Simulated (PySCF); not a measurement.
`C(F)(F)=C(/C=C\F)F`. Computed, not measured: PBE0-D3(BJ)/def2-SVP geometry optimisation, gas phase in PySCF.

```
atom  x, y, z in Å
F1     1.5968    0.0938    2.0144
C2     1.6403    0.5021    0.7577
C3     0.6439    0.3356   -0.1193
C4    -0.6308   -0.2974    0.1238
F5    -0.9141   -0.7248    1.3527
C6    -1.5605   -0.4837   -0.8261
F7    -1.4014   -0.1087   -2.0727
F8    -2.7155   -1.0544   -0.6208
H9     2.5808    0.9971    0.5011
H10    0.8139    0.7161   -1.1277
```

(1) Which two atoms are farthest apart?

(2) Work out the bond lengths F1–C2, C2–H9, C3–C4, C4–F5, C4=C6, C6–F7, C6–F8 in pm.

(3) How far apart are these pairs, which share no bond: C2···F5, C2···F8, C3···H9, C4···F7, C4···H10, F5···H10, C6···H10?

(4) Give the dihedral angles F1–C2–C3–C4, H9–C2–C3–H10, F5–C4–C6–F7, H10–C3–C4–F5, H9–C2–C3–C4.

(5) What are the angles C3–C2–H9, F1–C2–C3, C2–C3–H10, C4–C3–H10, C2–C3–C4, C3–C4–C6, F5–C4–C6, F7–C6–F8?

(6) What is the repulsion energy of the bare nuclei, Σ ZA·ZB/RAB?

(7) Write the matrix of distances between heavy atoms (Å, lower triangle).

## Answers

(1) F8···H9, 5.79 Å; the next longest distance is 5.18 Å.

(2) For F1–C2 the difference vector is (0.0435, 0.4083, -1.2567) Å, of length 1.3221 Å. F1–C2 132.2; C2–H9 109.3; C3–C4 144.4; C4–F5 133.2; C4=C6 134.2; C6–F7 131.1; C6–F8 130.5 pm.

(3) C2···F5 2.896 Å (3 bonds apart); C2···F8 4.827 Å (4 bonds apart); C3···H9 2.139 Å (2 bonds apart); C4···F7 2.335 Å (2 bonds apart); C4···H10 2.163 Å (2 bonds apart); F5···H10 3.349 Å (3 bonds apart); C6···H10 2.677 Å (3 bonds apart).

(4) F1–C2–C3–C4 0° (synperiplanar); H9–C2–C3–H10 0° (synperiplanar); F5–C4–C6–F7 180° (antiperiplanar); H10–C3–C4–F5 -177° (antiperiplanar); H9–C2–C3–C4 180° (antiperiplanar). Dihedral signs follow IUPAC: positive where, seen along the central bond, the front bond turns clockwise onto the rear one.

(5) From the scalar product of the two bond vectors; for C3–C2–H9 it is -0.7945 Å² over 1.3378 × 1.0933 Å², cos θ = -0.5432. C3–C2–H9 122.9°; F1–C2–C3 124.1°; C2–C3–H10 116.5°; C4–C3–H10 116.5°; C2–C3–C4 127.0°; C3–C4–C6 123.6°; F5–C4–C6 117.5°; F7–C6–F8 112.5°.

(6) 371.62 Eh over 45 pairs, with full nuclear charges and distances in bohr; the largest single term is 21.90 Eh (C6 with F8).

(7) 
```
F1    0.000
C2    1.322  0.000
C3    2.349  1.338  0.000
C4    2.948  2.490  1.444  0.000
F5    2.723  2.896  2.391  1.332  0.000
C6    4.286  3.705  2.456  1.342  2.285  0.000
F7    5.073  4.200  2.863  2.335  3.514  1.311  0.000
F8    5.183  4.827  3.670  2.340  2.692  1.305  2.175  0.000
```

Not checked by PBE0-D3(BJ)/def2-SVP frequencies. One conformer, not necessarily the lowest.
